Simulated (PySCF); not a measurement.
1,2-difluorocyclopenta-1,3-diene (C₅H₄F₂), SMILES FC1=C(F)CC=C1. Atoms are numbered in the order given.

```xyz
11

F      1.4429    -1.4835     0.0000
C      0.6760    -0.3959     0.0000
C     -0.6729    -0.3461     0.0000
F     -1.5276    -1.3659     0.0000
C     -1.1190     1.0825     0.0000
C      0.1852     1.8416     0.0000
C      1.2144     0.9662     0.0000
H     -1.7367     1.3177     0.8862
H     -1.7367     1.3177    -0.8862
H      0.2519     2.9290     0.0000
H      2.2815     1.1906     0.0000
```

Geometry: B3LYP-D3(BJ)/def2-SVP. Other conformers were not sampled.

Vertical ionisation energy (IE) and electron affinity (EA) in eV. Rows of orbital energies are one-electron estimates. Where ΔSCF, EOM or ADC give a negative EA the extra electron is unbound and the value depends on the basis.

```csv
level,IE,EA
"−ε(HOMO), −ε(LUMO), M06-2X/def2-TZVP (PySCF)",7.63,-0.05
"−ε(HOMO), −ε(LUMO), PBE/def2-TZVP (PySCF)",5.27,1.69
```
